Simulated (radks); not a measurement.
The numbers below are computed, except where a source is named.
Sb, 51 electrons, occupied as [Kr] 4d10 5s2 5p3 (the NIST ground configuration).

Code: a radial shooting solver on a logarithmic mesh with Libxc functionals. Model: scalar-relativistic Kohn-Sham, PBE, spin-polarised, spherical densities, finite nucleus; open shells are filled with parallel spins first (spin-orbit coupling, left out, can overturn this in heavy ions); Fermi nuclear charge, rms radius 4.6802 fm.

Energy parts (eV):
total: -176365.740
kinetic: 184448.561
electron-nucleus: -426552.232
Hartree: 70368.396
exchange-correlation: -4630.466

Orbitals (lengths in bohr, moments of r in powers of bohr; <r^-3> diverges for s and p1/2; r(90%) holds 90 % of the orbital's charge):
| orbital | occ. | eigenvalue (eV) | <r> | <r^-3> | r(90%) | <r^4> |
|---|---|---|---|---|---|---|
| 1s up | 1 | -30303.43 | 0.02842 | - | 0.0511 | 3.125e-06 |
| 1s down | 1 | -30303.37 | 0.02842 | - | 0.0511 | 3.125e-06 |
| 2s up | 1 | -4611.101 | 0.1226 | - | 0.189 | 0.0005398 |
| 2s down | 1 | -4611.080 | 0.1226 | - | 0.189 | 0.0005398 |
| 2p up | 3 | -4139.718 | 0.1071 | 5036 | 0.174 | 0.0003889 |
| 2p down | 3 | -4139.672 | 0.1071 | 5036 | 0.174 | 0.0003889 |
| 3s up | 1 | -903.8008 | 0.3305 | - | 0.486 | 0.02377 |
| 3s down | 1 | -903.7504 | 0.3305 | - | 0.486 | 0.02377 |
| 3p up | 3 | -750.1226 | 0.3288 | 942.7 | 0.494 | 0.02509 |
| 3p down | 3 | -750.0648 | 0.3288 | 942.7 | 0.494 | 0.02509 |
| 3d up | 5 | -515.5901 | 0.3054 | 129.8 | 0.481 | 0.02251 |
| 3d down | 5 | -515.5365 | 0.3054 | 129.8 | 0.481 | 0.02250 |
| 4s up | 1 | -148.5899 | 0.7909 | - | 1.14 | 0.7429 |
| 4s down | 1 | -148.4665 | 0.7908 | - | 1.14 | 0.7413 |
| 4p up | 3 | -101.5570 | 0.8526 | 174.4 | 1.25 | 1.065 |
| 4p down | 3 | -101.4258 | 0.8520 | 174.5 | 1.25 | 1.058 |
| 4d up | 5 | -33.3468 | 1.034 | 16.88 | 1.60 | 2.918 |
| 4d down | 5 | -33.0748 | 1.026 | 17.03 | 1.58 | 2.774 |
| 5s up | 1 | -13.4256 | 2.235 | - | 3.29 | 50.82 |
| 5s down | 1 | -11.5917 | 2.215 | - | 3.28 | 50.48 |
| 5p up | 3 | -5.4668 | 2.877 | 12.37 | 4.36 | 158.3 |
| 5p down | 0 | -3.5281 | 2.961 | 12.23 | 4.57 | 193.7 |

The highest occupied level is 5p up at -5.467 eV. The spin density at the nucleus is -2.591 e/bohr^3 (1s -0.253, 2s 0.084, 3s 0.047, 4s 0.168, 5s -2.637). Summed over all electrons, <r^2> = 61.21 bohr^2, which gives a Langevin (diamagnetic) susceptibility term of -48.5 x 10^-6 cm^3/mol. The electron density at the nucleus is 2.151e+05 e/bohr^3 (large components only). Spin moment in Bohr magnetons: 3.
